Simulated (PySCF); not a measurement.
**C₆ coefficients of unlike pairs at r2SCAN0**

Calculated with PySCF 2.14 from the dipole response of each species, C₆(A,B) = (3/π) ∫ α_A(iu) α_B(iu) du, in atomic units, from isotropic polarisabilities. For ions this is the dispersion term alone; charge-induced terms of lower order in 1/R come first.

```tsv
species	configuration	basis	relativity	α (bohr³)	C₆ (like pair)
S⁺	[Ne] 3s2 3p3 (4S)	aug-cc-pV(D+d)Z (5s4p3d)	none	11.01	56.44
Kr	[Kr] (1S)	aug-cc-pVDZ-PP with ECP10MDF (5s4p3d)	core potential	15.60	122.1
In³⁺	[Kr] 4d10 (1S)	aug-cc-pVQZ-PP with one added diffuse shell each of s, p, d, f, g type with ECP28MDF (8s8p6d4f3g)	core potential	2.969	10.50
```

Task: Estimate C₆ for In³⁺ with S⁺.

Result: The integral gives 21.88. The combination rule 2 C_A C_B / (C_A α_B/α_A + C_B α_A/α_B) gives 21.88 and the geometric mean 24.34.

No spin-orbit coupling is included.

The other pairs:

```tsv
pair	C₆
In³⁺, Kr	32.77
Kr, S⁺	82.92
```
